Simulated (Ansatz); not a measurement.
Se(CN)2 (C₂SeN₂): single points at one geometry.

```yaml
crystal:
  periodic: [false, false, false]
  atoms:
    - {symbol: Se, position_ang: [0.014436, 0.025644, -1.259698]}
    - {symbol: C, position_ang: [1.371542, 0.008322, -0.019269]}
    - {symbol: N, position_ang: [2.288445, -0.000802, 0.691558]}
    - {symbol: C, position_ang: [-1.370739, -0.006892, -0.051008]}
    - {symbol: N, position_ang: [-2.303684, -0.026261, 0.638418]}
basis:
  gaussian: {orbitals: def2-TZVP, initial_orbitals: start.molden}
hamiltonian: {xc: pbe0, dispersion: d4}
scf: {omitted_lower_state_checks: [starts]}
output: {orbitals: {seedname: orbitals}}
```

The file start.molden holds the orbitals of an earlier run on this structure, at another level or in another basis.

```sh
$ ansatz run in.yaml --threads 4 --pin off --events-out ev --progress --plain --max-ram 3916MiB
```

It prints (some lines left out):

```
Functional definition: PBE0
1082 factors; their error is unknown
mean field evaluation 1: about -70385.8569 eV, gradient 1.6e2 eV
mean field evaluation 2: about -70388.9939 eV, gradient 3.7e0 eV
mean field evaluation 4: about -70389.4554 eV, gradient 4.6e-1 eV
mean field evaluation 8: about -70389.4556 eV, gradient 1.0e-5 eV
mean field -70389.45558555 eV, -2586.7647810824 hartree, gradient 1.0e-5 eV, S^2 0.000000; 0 other end points of the search recorded, 0 dependent functions left out
reference -70389.45560866 eV, -2586.7647819315 hartree; 30, 30 occupied and 142, 142 virtual orbitals, 1082 factors
Total energy: -70389.56795371 eV, -2586.7689105360 hartree
Checks for a lower state left out: starts
```

Hardware: 4 threads of Arm Neoverse V1 on a shared host. Wall time 1.8 s.

As the first input, with `gaussian: {orbitals: def2-TZVPD, initial_orbitals: start.molden}` (abridged; 2.4 s):

```
Functional definition: PBE0
mean field -70389.47421400 eV, -2586.7654656652 hartree, gradient 1.7e-5 eV, S^2 0.000000
Total energy: -70389.58659246 eV, -2586.7695954974 hartree
Checks for a lower state left out: starts
```

As the first input, with `hamiltonian: {xc: {name: PBE-QIDH}}` and without the key `output` (abridged; 3.1 s):

```
Functional definition: PBE-QIDH
mean field -70370.27641895 eV, -2586.0599597099 hartree, gradient 2.5e-6 eV, S^2 0.000000
13 core orbitals not correlated: weight in the atoms' cores, before any rotation towards them, 1.000 or more for the frozen orbitals, at most 0.000 for the correlated occupied ones
second order -29.13935598 eV of doubles, -0.00000000 eV of singles
Total energy: -70379.98954725 eV, -2586.4169105910 hartree
Checks for a lower state left out: starts
```

The first input with `gaussian: {orbitals: def2-SVP, initial_orbitals: start.molden}`, `hamiltonian: {xc: pbe, dispersion: d4}` (abridged; 0.6 s):

```
Functional definition: PBE
mean field -70373.89095485 eV, -2586.1927914543 hartree, gradient 9.0e-6 eV, S^2 0.000000
Total energy: -70374.02374825 eV, -2586.1976715216 hartree
Checks for a lower state left out: starts
```

First input, but with `gaussian: {orbitals: def2-TZVPD, initial_orbitals: start.molden}`, `hamiltonian: {xc: pbe, dispersion: d4}` (abridged; 1.7 s):

```
Functional definition: PBE
mean field -70387.75594411 eV, -2586.7023204114 hartree, gradient 2.5e-5 eV, S^2 0.000000
Total energy: -70387.88876279 eV, -2586.7072014079 hartree
Checks for a lower state left out: starts
```

The first input with `hamiltonian: {xc: pbe}`, `correlation: {method: rpa}` and without the key `output` (abridged; 2.6 s):

```
Functional definition: PBE
mean field -70387.73192427 eV, -2586.7014376985 hartree, gradient 1.6e-6 eV, S^2 0.000000
13 core orbitals not correlated: weight in the atoms' cores, before any rotation towards them, 1.000 or more for the frozen orbitals, at most 0.000 for the correlated occupied ones
Total energy: -70364.08246096 eV, -2585.8323359523 hartree
Checks for a lower state left out: starts
```

The first input with `hamiltonian: {xc: {name: BHLYP}, dispersion: d4}` (abridged; 1.9 s):

```
Functional definition: BHLYP
mean field -70399.74576118 eV, -2587.1429380618 hartree, gradient 2.2e-5 eV, S^2 0.000000
Total energy: -70399.91988373 eV, -2587.1493369474 hartree
Checks for a lower state left out: starts
```

Geometry: PBE0-D4/def2-SVP.

Correlated methods freeze 13 core orbitals; core or outer-core shells of Se are correlated, in sets that lack core-valence functions.
